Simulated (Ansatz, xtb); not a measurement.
**C5H8FNO: which of two isomers lies lower**

Structure a: `C[C@@H](F)C(=O)/C=C\N`, a singlet. Structure b: `C[C@@H](F)C(=O)/C=C/N`, a singlet. Both are isolated molecules in the gas phase, relaxed with PBE0-D3(BJ)/def2-SVP; each stands in its lowest conformer found.

Quicker runs give these differences E(b) − E(a): GFN2-xTB +3.4 kcal/mol; HF/STO-3G +1.8 kcal/mol (at GFN2-xTB geometries); r2SCAN-D4/def2-SVP +5.3 kcal/mol (at GFN2-xTB geometries).

Estimate E(b) − E(a) at the level CCSD(T)/def2-SVP + ΔMP2/def2-TZVPP.

Calculated at CCSD(T)/def2-SVP + ΔMP2/def2-TZVPP: E(b) − E(a) = +5.1 kcal/mol, so structure a lies lower.

The same difference at several levels:

```
                             level              geometry  E(b) − E(a) (kcal/mol)  departure from the last row (kcal/mol)  job, with rough time for the two
                          GFN2-xTB              GFN2-xTB                      +3.4                                    −1.8              optimisation, 0.64 s
                         HF/STO-3G              GFN2-xTB                      +1.8                                    −3.3              single point, 0.74 s
                r2SCAN-D4/def2-SVP              GFN2-xTB                      +5.3                                    +0.2               single point, 9.9 s
              PBE0-D3(BJ)/def2-SVP  PBE0-D3(BJ)/def2-SVP                      +5.4                                    +0.3             optimisation, 2.4 min
                       HF/def2-SVP  PBE0-D3(BJ)/def2-SVP                      +1.9                                    −3.2           part of the CCSD(T) run
                      MP2/def2-SVP  PBE0-D3(BJ)/def2-SVP                      +4.7                                    −0.5           part of the CCSD(T) run
                  CCSD(T)/def2-SVP  PBE0-D3(BJ)/def2-SVP                      +4.3                                    −0.8                      single point
CCSD(T)/def2-SVP + ΔMP2/def2-TZVPP  PBE0-D3(BJ)/def2-SVP                      +5.1                                                     single point, 5.3 min
```

As drawn, both hold the same kinds of bond in the same numbers.

None of the levels shown reverses the order. The largest departure from CCSD(T)/def2-SVP + ΔMP2/def2-TZVPP is that of HF/STO-3G, 3.3 kcal/mol. The last row adds to CCSD(T) the change of the MP2 difference between the two basis sets, here +0.8 kcal/mol.

With thermal terms from frequencies at re-optimised GFN2-xTB minima (ideal gas, soft modes damped towards free rotors, one conformer each, 298.15 K, 1 atm): the zero-point term adds −0.1 kcal/mol; ΔH is +5.3 and ΔG +4.6 kcal/mol.

The correlated steps freeze 8 core orbitals. Codes used: Ansatz 0.2.0, xtb 6.7.1; the last row on 2 threads of Arm Neoverse V1 on a shared host.
